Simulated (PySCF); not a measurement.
An unknown shows these calculated signals:

1H NMR (400 MHz, computed): δ 7.32 (m, 1H), 6.74 (m, 1H), 5.93 (m, 1H), 5.88 (m, 1H), 5.77 (m, 1H).

13C{1H} NMR (computed): δ 149.6 (CH), 141.0 (CH), 135.0 (CH2), 129.6 (C), 125.9 (CH), 121.5 (C).

[PySCF: shieldings: GIAO PBE0/pcSseg-1; coordinates at the GFN2-xTB level; no solvent model; fast rotation and ring inversion assumed for equivalent nuclei; a single conformation; relativity neglected]

Chemical shifts δ = σref − σ; TMS for 1H and 13C, all at this level.

**Question.** Which of these does the molecule contain: a C≡C triple bond, a vinyl group CH=CH2, a benzene ring, a CF3 group, a non-aromatic C=C double bond, a methoxy group?

**Answer.** 
- A C≡C triple bond: no.
- A vinyl group CH=CH2: yes (δC 135.0, 141.0; δH 5.93 (m), 5.88 (m), 7.32 (m)).
- A benzene ring: no.
- A CF3 group: yes (δC 129.6).
- A non-aromatic C=C double bond: yes.
- A methoxy group: no.

The data belong to SMILES C(=C/C=C)/C(F)(F)C(F)(F)F, C$_{6}$H$_{5}$F$_{5}$; they needn't prove each group on their own.

Carbon signals by region: 6 in the sp2 and nitrile region (100–160 ppm).

Splittings by 19F in the carbon and heteronuclear signals aren't shown, as no couplings were computed. Shifts are as computed. Against solution values, carbons near 30 ppm lie about +3 ppm off and those near 130 ppm about +5 ppm. Of 1211 compounds with measured shifts, 218 miss one by over three times the rms of a fit or turn the order of signals round; such compounds aren't used in these exercises. No couplings were computed; multiplicities are counted from neighbouring protons, with m where these are inequivalent, close in shift, in a saturated or five-membered ring or joined by F or P, and br s for small geminal =CH2 splittings.
